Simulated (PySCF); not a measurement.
## State search for NaBr⁺

Unrestricted PBE0; Na def2-SVP, Br def2-SVP; no relativity (PySCF 2.14). Outer shells of the fragments: Na+ closed shells only; Br 3d10 4s2 4p5.

Followed along the bond (rough minima from three points):

| 2Ms+1 | unpaired | ⟨S²⟩ at the start | R at minimum (Å) | Te (eV) |
| --- | --- | --- | --- | --- |
| 2 | π ↑ | 0.75 | 2.97 | 0.00 |
| 2 | σ ↑ | 0.75 | 3.58 | 0.44 |
| 4 | σ ↑, π ↑↑ | 3.75 | none in the scan | ≤ 6.79 |

Solutions found at the starting distance of 2.790 Å, counted from the lowest of them; the search is not exhaustive and high or unbound solutions are not listed, so other states can lie among these:

```
2Ms+1   unpaired   term  E (eV)  ⟨S²⟩  ⟨Lz²⟩  μ (D)
    2        π ↑     ²Π    0.00  0.75   1.00  -8.82
    2        σ ↑    ²Σ⁺    0.52  0.75   0.00  -9.00
    4  σ ↑, π ↑↑    ⁴Σ⁻    7.60  3.75   0.00   0.50
    2  σ ↓, π ↑↑  mixed    7.72  1.75   0.00   0.90
    4  σ ↑↑, π ↑     ⁴Π    7.87  3.75   1.00   0.53
    4      π ↑↑↑     ⁴Π    9.54  3.75   1.00   1.63
```

A term symbol is given only where ⟨S²⟩ and ⟨Lz²⟩ are close to those of a pure state; real π, δ and φ orbitals otherwise mix terms. A positive dipole points towards Br; it is taken about the centre of mass and depends on that origin.

**Question.** Compare the gap between the two lowest followed solutions at the starting distance with the gap between their minima.

**Answer.** At PBE0 the second solution (doublet, unpaired electrons σ ↑) lies +0.52 eV from the first (doublet, unpaired electrons π ↑) at 2.790 Å and +0.44 eV at the minima; the two curves relax by different amounts, since their minima lie near 3.58 and 2.97 Å.

Spin–orbit coupling is left out. Counting both spins, an empty level lies below a filled one in some of these solutions, because spin and occupation are held.
